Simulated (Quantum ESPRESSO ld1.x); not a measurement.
The numbers below are computed, except where a source is named.
The phosphorus ion P7+, 8 electrons, occupied as [He] 2s2 2p3 7p1 (not the ground configuration).

Code: ld1.x of Quantum ESPRESSO 7.5. Model: scalar-relativistic Kohn-Sham, LDA (Slater exchange, Perdew-Wang correlation), spin-polarised, spherical densities, point nucleus; open shells are filled with parallel spins first.

Energy parts (eV):
| part | energy |
|---|---|
| total | -8323.13 |
| kinetic | 8352.13 |
| electron-nucleus | -18234.87 |
| Hartree | 1993.80 |
| exchange-correlation | -434.19 |

Orbitals (lengths in bohr, moments of r in powers of bohr):
orbital	occ.	eigenvalue (eV)	<r^4>	<r>	<1/r>
1s up	1	-2338.61	0.0005393	0.1037	14.62
1s down	1	-2330.39	0.0005320	0.1034	14.65
2s up	1	-383.664	0.1213	0.4753	3.103
2s down	1	-369.640	0.1295	0.4821	3.048
2p up	3	-343.053	0.09470	0.4226	3.027
2p down	0	-326.809	0.1043	0.4313	2.978
7p up	1	-18.7153	7497	8.255	0.1779
7p down	0	-18.0878	7982	8.373	0.1763

The highest occupied level is 7p up at -18.715 eV. The configuration is held as typed, so some empty levels lie below it. The density falls to 0.001 e/bohr^3 at r = 1.94 bohr.
